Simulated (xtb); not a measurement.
xtb input (GFN-FF):

```bash
xtb mol.xyz --gfnff --opt tight --chrg 0 --uhf 0
```
mol.xyz:
```
5

F      0.01084482     0.04138623     2.10541057
Ge     0.00193961     0.00740199     0.37655602
Br    -1.14194764    -1.87086873    -0.25268769
Br     2.18427748    -0.06089507    -0.30539964
Br    -1.04689187     1.91435408    -0.32758375
```

End of the output:

```
         :::::::::::::::::::::::::::::::::::::::::::::::::::::
         ::                     SUMMARY                     ::
         :::::::::::::::::::::::::::::::::::::::::::::::::::::
         :: total energy              -0.219655191927 Eh    ::
         :: gradient norm              0.000070221799 Eh/a0 ::
         ::.................................................::
         :: bond energy               -0.214961409883 Eh    ::
         :: angle energy               0.003887207627 Eh    ::
         :: torsion energy             0.000000000000 Eh    ::
         :: repulsion energy           0.032586400190 Eh    ::
         :: electrostat energy        -0.037300859497 Eh    ::
         :: dispersion energy         -0.003866530365 Eh    ::
         :: HB energy                  0.000000000000 Eh    ::
         :: XB energy                  0.000000000000 Eh    ::
         :: bonded atm energy          0.000000000000 Eh    ::
         :: external energy            0.000000000000 Eh    ::
         :: add. restraining           0.000000000000 Eh    ::
         :: total charge              -0.000000000000 e     ::
         :::::::::::::::::::::::::::::::::::::::::::::::::::::

           -------------------------------------------------
          |                Property Printout                |
           -------------------------------------------------

molecular dipole:
                 x           y           z       tot (Debye)
 q only:       -0.004      -0.017      -0.850       2.160
           -------------------------------------------------
          |                Geometry Summary                 |
           -------------------------------------------------

      molecular mass/u    :      331.3365367
   center of mass at/Å    :       -0.0000063      -0.0000242      -0.0012310
  moments of inertia/u·Å² :        0.6954217E+03   0.6954217E+03   0.1175936E+04
rotational constants/cm⁻¹ :        0.2424088E-01   0.2424088E-01   0.1433551E-01

 * 4 selected distances

     #   Z          #   Z                                           value/Å
     1   9 F        2  32 Ge                                      1.7043884 (min)
     2  32 Ge       3  35 Br                                      2.3018920 (max)
     2  32 Ge       4  35 Br                                      2.3018920
     2  32 Ge       5  35 Br                                      2.3018920

 * 2 distinct bonds (by element types)

   Z      Z             #   av. dist./Å        max./Å        min./Å
   9 F   32 Ge          1     1.7043884     1.7043884     1.7043884
  32 Ge  35 Br          3     2.3018920     2.3018920     2.3018920

optimized geometry written to: xtbopt.xyz

           -------------------------------------------------
          | TOTAL ENERGY               -0.219655191927 Eh   |
          | GRADIENT NORM               0.000070221799 Eh/α |
           -------------------------------------------------
########################################################################
[WARNING] Runtime exception occurred
-1- gfnff_setup: Could not read topology file.
########################################################################

------------------------------------------------------------------------
Note: The following floating-point exceptions are signalling: IEEE_UNDERFLOW_FLAG IEEE_DENORMAL
normal termination of xtb
------------------------------------------------------------------------
 total:
 SCF:
 ANC optimizer:
```
